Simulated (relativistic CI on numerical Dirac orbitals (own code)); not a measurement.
## Hg⁴⁺: 4f photoemission

Computed with this model: Dirac-Coulomb-Breit CI, KLI orbitals optimised for each configuration, a model potential for QED, valence Slater integrals scaled by 0.8, multiplet model of photoemission in the sudden approximation; configurations [Xe] 4f14 5d8 → [Xe] 4f13 5d8; 300 K; Lorentzian 0.25 eV and Gaussian 0.5 eV FWHM. Energies are those of the free ion, without screening or charge transfer. The energies are binding energies and can lie tens of eV above those of solids. S is read from ⟨S²⟩ = S(S + 1).

Field parameters in Wybourne normalisation: D4h B²₀ = −7Ds, B⁴₀ = 21(Dq − Dt), B⁴₄ = 21√(5/14) Dq. The field is a parameter set, without covalency.

free ion: ground-state S = 0.96, centroid 160.45 eV. Peaks (eV, height): 158.4 (100), 162.9 (57).

D4h, 10Dq = 43900, Ds = -1500, Dt = 230 cm⁻¹: ground-state S = 0.99, centroid 160.58 eV. Peaks (eV, height): 158.7 (100), 162.8 (80).

Strongest unbroadened transitions for D4h, 10Dq = 43900, Ds = -1500, Dt = 230 cm⁻¹:

```
Energy (eV)  Relative strength
     158.46               50.0
     158.50               72.7
     158.57              100.0
     158.62               49.6
     158.76               45.4
     158.80               33.0
     158.81               64.1
     158.89               48.1
     159.13               35.1
     159.14               60.6
     162.63               27.5
     162.67               73.1
     162.71               62.3
     162.72               27.8
     162.76               43.5
     162.89               31.8
     162.91               41.4
     163.02               32.7
```
